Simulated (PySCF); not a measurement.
# Exercise with solution: oscillator strength and radiative lifetime

C3H6OSi, SMILES [SiH3][C@@H]1C=CO1.

Geometry: B3LYP-D3(BJ)/def2-SVP. The structure was generated by enumeration; whether it is a known compound was not checked.

TDDFT-PBE/def2-SVPD run with PySCF puts the first singlet state with f over 0.02 at 5.72 eV (vertical), with the transition dipole (0.265, 0.327, -0.125) in atomic units.

Problem. Find the oscillator strength, the wavelength and the radiative lifetime that this transition would have in vacuum if emission retraced absorption.

Solution. 
|μ|² = 0.1928 au, so |μ| = 1.12 D. ΔE = 5.72/27.211 = 0.2102 hartree. f = (2/3) ΔE |μ|² = 0.027 (the program prints 0.027).
λ = 1239.84/5.72 = 217 nm; ν = 46135 cm⁻¹.
Einstein's coefficient A = 0.6670 ν² f s⁻¹ (ν in cm⁻¹) = 3.8e7 s⁻¹, so τ = 1/A = 26 ns. This state is S3; the lower singlets have f = 0.000, 0.018. The figure is the radiative limit of this one transition; relaxation, internal conversion, crossing to triplets and a medium change what is measured.
